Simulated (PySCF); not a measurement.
CH₄Cl₂Ge, SMILES [GeH]([CH3])([Cl])[Cl]. Heavy atoms are numbered as in [GeH:1]([CH3:2])([Cl:3])[Cl:4]. Hydrogens are named by the atom that carries them.

Geometry: r2SCAN-D4/def2-SVP.

Level of theory: KT2/pcSseg-1 run with PySCF.

GIAO shieldings, no solvent; atoms alike by connectivity are averaged. δ = σ(ref) − σ: ⁷³Ge against GeH4 (σ = 1669.3 ppm); ¹³C against TMS (σ = 185.1 ppm); ³⁵Cl against HCl (σ = 945.4 ppm); ¹H against TMS (σ = 31.47 ppm), references at their B3LYP-D3(BJ)/def2-TZVP geometries, non-relativistic (without spin–orbit terms, shifts of atoms bonded to Cl or Br come out too high).

Computed chemical shifts:
| nucleus | atoms | count | δ (ppm) |
|---|---|---|---|
| ⁷³Ge | Ge1 (GeH) | 1 | 473.0 |
| ¹³C | C2 (CH3) | 1 | 14.5 |
| ³⁵Cl | Cl3 | 2 | 97.2 |
| ¹H | H on Ge1 | 1 | 6.78 |
| ¹H | H on C2 | 3 | 1.35 |
